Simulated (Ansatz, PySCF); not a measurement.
Ways to break one bond of CC(F)F [1,1-difluoroethane]:

A. CC(F)F [1,1-difluoroethane] → C[C](F)F + H atom
B. CC(F)F [1,1-difluoroethane] -> [CH3] (CH3) + F[CH]F

Quantity: bond dissociation energy (enthalpy at 298 K, with B3LYP-D3(BJ) rigid-rotor harmonic-oscillator terms from PySCF), kJ/mol. Each molecule is optimised on its own at B3LYP-D3(BJ)/def2-TZVP (Ansatz, an electronic-structure program). Cores are frozen in the correlated levels unless marked. UHF or UKS for open shells. Spin-orbit coupling is left out. Non-relativistic. CBS marks a two-point X^-3 extrapolation of the correlation energy; Hartree-Fock from the larger set. The bracket is a focal-point correction in the basis named.

|  | wB97X-V/def2-TZVPD (Ansatz) | SCS-MP2/aug-cc-pVDZ (Ansatz) | CCSD(T)/aug-cc-pVDZ (Ansatz) | RI-MP2/CBS(aug-cc-pVTZ,aug-cc-pVQZ)+[CCSD(T)-MP2]/aug-cc-pVTZ (Ansatz) |
|---|---|---|---|---|
| A | 414.0 | 415.5 | 412.3 | 426.0 |
| B | 406.3 | 408.6 | 398.7 | 408.6 |
